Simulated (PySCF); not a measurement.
## [Lu(SH)2]+ at several levels of theory

Computed with PySCF 2.14.0 (density fitting, no spin-orbit coupling) at the geometry relaxed with PBE0:

```xyz
5
[Lu(SH)2]+ (singlet)
Lu    0.0000    0.0000   -0.6757
S     1.8388   -0.0407    0.8672
H     2.7737   -0.2573   -0.0979
S    -1.8388    0.0407    0.8672
H    -2.7737    0.2573   -0.0979
```

| level | basis | state | HOMO (eV) | gap (eV) | charge on Lu1 (e) | population of f-type functions on Lu1 (core shells left out) | dipole about the centre of mass (D) | largest force component (eV/Å) |
| --- | --- | --- | --- | --- | --- | --- | --- | --- |
| PBE0 | Lu def2-SVP with ECP28, S def2-SVP, H def2-SVP | singlet | -12.33 | 4.44 | 0.98 | 14.03 | 6.80 | 0.03 |
| HF | the same | singlet | -14.70 | 9.04 | 1.22 | 14.04 | 8.35 | 0.95 |
| PBE0 | Lu def2-TZVP with ECP28, S def2-TZVP, H def2-TZVP | singlet | -12.27 | 4.48 | 1.26 | 14.01 | 6.44 | 0.19 |

Charges are Mulliken's, which hang on the basis. The relaxation used the grid (50, 194), these runs (75, 302) or, all-electron (x2c bases, spin-free X2C Hamiltonian), (99, 590).

Task: What does M06-L with Lu def2-SVP with ECP28, S def2-SVP, H def2-SVP give here?

Result: state singlet, HOMO (eV) -11.38, gap (eV) 3.71, charge on Lu1 (e) 1.11, population of f-type functions on Lu1 (core shells left out) 14.02, dipole about the centre of mass (D) 7.18, largest force component (eV/Å) 0.21. Time: 15 s on 2 threads of Intel(R) Xeon(R) Processor @ 2.70GHz, on a shared host, from an already converged density.

In the first row's basis the gap widens with exact exchange: 3.7 eV for M06-L (none); 4.4 eV for PBE0 (a fixed share); 9.0 eV for Hartree–Fock (rising or full at long range).
